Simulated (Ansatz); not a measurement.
FHZn (SMILES [F][ZnH]) moved off its minimum; all values from Ansatz (an electronic-structure program), cores frozen in correlated methods.
(charge 0, multiplicity 1)
```xyz
3

Zn     0.0145    -0.1034    -0.3388
H     -0.0857    -0.0631    -1.8397
F     -0.0835    -0.0487     1.3443
```

Problem. Give the forces (eV/Å), the total energy and the dipole at CCSD(T)/def2-TZVPPD.

Solution. 
```csv
atom,Fx,Fy,Fz
Zn1,-0.174,0.073,-1.947
H2,0.152,-0.072,0.094
F3,0.022,-0.002,1.853
```
Energy -1878.6362 hartree, dipole 1.86 D.
